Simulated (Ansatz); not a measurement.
**Scan of the Ga2–F4 bond length**

GaF3 (SMILES [F][Ga]([F])[F]), closed shell, at its PBE0-D4/def2-TZVP minimum:

F1  (-0.049, -1.610, 0.646)
Ga2  (0.014, -0.015, -0.005)
F3  (0.964, 1.196, 0.771)
F4  (-0.874, 0.369, -1.432)
(Å)

The bond length Ga2–F4 (1.724 Å at the minimum) is set to the values below, the two halves moving rigidly along the bond. Each method's energies count from its own value at the PBE0-D4 minimum structure. Program: Ansatz 0.2.0. Basis: def2-TZVPP. Cores are frozen in the correlated methods. Filled d shells of the heavier atoms are correlated. The def2 sets are not built for correlating such inner shells, so the correlated values are less sure here. B3LYP uses VWN-RPA correlation.

```
bond length (Å)  CCSD(T) (eV)  PBE-D4 (eV)  B3LYP-D4 (eV)
          1.552         0.623        0.720          0.665
          1.586         0.375        0.456          0.410
          1.637         0.135        0.188          0.159
          1.696             ?        0.031          0.021
          1.762         0.020       -0.005          0.009
          1.832         0.145        0.073          0.113
          1.907             ?        0.246          0.313
          1.986         0.670        0.491          0.587
          2.069             ?        0.789          0.915
```

**Question.** Fill in the withheld CCSD(T) values. (Judge from chemistry; the value comes from the calculation.)

**Answer.** Computed: 0.013 eV at 1.696 Å; 0.369 eV at 1.907 Å; 1.027 eV at 2.069 Å. These count from the CCSD(T) energy at the PBE0-D4 minimum.

Largest difference from the CCSD(T) curve over the scan: r2SCAN-D4 0.042; PBE0-D4 0.026; wB97M-V 0.033; HF 0.216 eV. Each curve counts from its own value at the minimum.

No T1 diagnostic of these runs exceeds 0.017.

For scale, one of the runs: CCSD(T)/def2-TZVPP, 141 basis functions (an equivalent command: `ansatz run in.yaml --threads 2`). The run took 31 s on 2 CPU threads (shared host), with 0.93 GiB of host memory at its peak.
